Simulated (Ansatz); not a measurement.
C3H5BO can be A, `OC1BC=C1`, or B, `C=C1CBO1`.

Isolated molecules relaxed with PBE0-D4/def2-TZVP in Ansatz; ΔE leaves out vibrations. CBS: MP2 limit from def2 TZ/QZ plus the TZ coupled-cluster correction, frozen cores. DFT in def2-TZVPP. B3LYP here is the variant with VWN-RPA as its local correlation; programs differ in this. Each species was taken in one conformer, which may not be the lowest.

Which isomer does CCSD(T)/CBS put lower? Give the gap. (Estimate.)

The calculation gave: B, by 151.3 kJ/mol.

Give E(B) − E(A) in kJ/mol with HF/def2-TZVPP, PBE-D4, CCSD/def2-TZVPP, B3LYP, CCSD(T)/def2-TZVPP, PBE0-D4, ωB97M-V. (An estimate is asked.)

The calculation gave: HF/def2-TZVPP -162.5, PBE-D4 -149.2, CCSD/def2-TZVPP -156.6, B3LYP -159.2, CCSD(T)/def2-TZVPP -155.3, PBE0-D4 -147.8, ωB97M-V -152.2. None reverses the order clearly.

Does the order hold for the free energy at 298.15 K (harmonic terms from PBE0-D4)? (Estimate.)

Computed: Yes: G(B) − G(A) = -150.5 kJ/mol, for one conformer each.

Largest T1 diagnostic: 0.014.

Leaving LDA and LC-ωPBE aside and taking each functional with its dispersion term where it has one, the values, not all of them listed here, spread over 13.4 kJ/mol, from BLYP-D4 to PBE0-D4. At CCSD(T), def2-SVP lies −12.4 kJ/mol from the extrapolated value and def2-TZVPP −4.0 kJ/mol.
